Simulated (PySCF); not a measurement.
## Stationary points of TiSF₂

Computed with PySCF, PBE0, basis Ti def2-SVP, S def2-SVP, F def2-SVP (no relativity, density fitting).

Relaxations began from a few typed shapes. The search is not exhaustive: other isomers or separated fragments can lie lower, and high-lying points may rest on an excited occupation.

Question: Which is the lowest minimum found?
A. singlet C2v: Ti–F 1.755 Å (×2), Ti–S 2.051 Å; F–Ti–F 125.6°, F–Ti–S 117.2° (×2)
B. singlet Cs: Ti–F 1.752 Å (×2), Ti–S 2.050 Å; F–Ti–F 121.9°, F–Ti–S 115.8° (×2)

Answer: B. The others lie at 0.6 (singlet C2v, a saddle point) kJ/mol above it.

Formally Ti is in oxidation state +4, d0. The polar-tensor charge on Ti, 1.99, is far below the formal one.

For the lowest minimum: stability towards spin polarisation was not tested.
